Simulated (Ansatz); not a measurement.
Ideal-gas functions of CH$_{6}$AlGa (`[AlH2][CH2][GaH2]`) at 500 K and 1 bar, from an Ansatz frequency run at PBE0-D4/def2-TZVP.

Molar mass 114.76 g/mol, point group Cs (symmetry number 1), electronic degeneracy 1, moments of inertia 26.06, 252.707, 260.382 u Å². Harmonic wavenumbers (cm⁻¹, unscaled): 94, 110, 127, 417, 429, 488, 543, 645, 691, 700, 760, 793, 852, 916, 1355, 1913, 1918, 1960, 1961, 3046, 3124.

Use S(trans) = R[1.5 ln M + 2.5 ln T − 1.1517]; rotational temperatures θ = 24.2544 K / I; S(rot) = R[ln(√π/σ · √(T³/θAθBθC)) + 1.5]; for each mode x = 1.438777 ν̃/T, S = R[x/(eˣ − 1) − ln(1 − e⁻ˣ)] and H = RT x/(eˣ − 1); 1 cm⁻¹ = 0.0119627 kJ/mol; R = 8.31446 J/(mol·K).

Task: By hand: the entropy, in J/(mol·K).

Result: Translation 178.8. Rotation: θ = 0.9307, 0.096, 0.0931 K, giving 114.6. Vibration, mode by mode: 19.21, 17.91, 16.73, 7.28, 7.07, 6.14, 5.40, 4.27, 3.85, 3.77, 3.29, 3.05, 2.67, 2.31, 0.84, 0.22, 0.22, 0.20, 0.20, 0.01, 0.01, in all 104.7. Electronic 0.0. Sum 398.1 J/(mol·K).

Task: By hand: H − E and G − E in kJ/mol, counted from the electronic energy.

Result: Zero-point energy ½ × 22842 × 0.0119627 = 136.6; thermal vibration 27.2; translation, rotation and pV give 4 RT = 16.6. H − E = 180.4 kJ/mol, and G − E = 180.4 − 500 × 398.1/1000 = -18.7 kJ/mol.

Vibration gives 26 % of the entropy, 53.9 J/(mol·K) of it from the modes under 150 cm⁻¹: soft modes count most, and the harmonic formula is weakest for them.
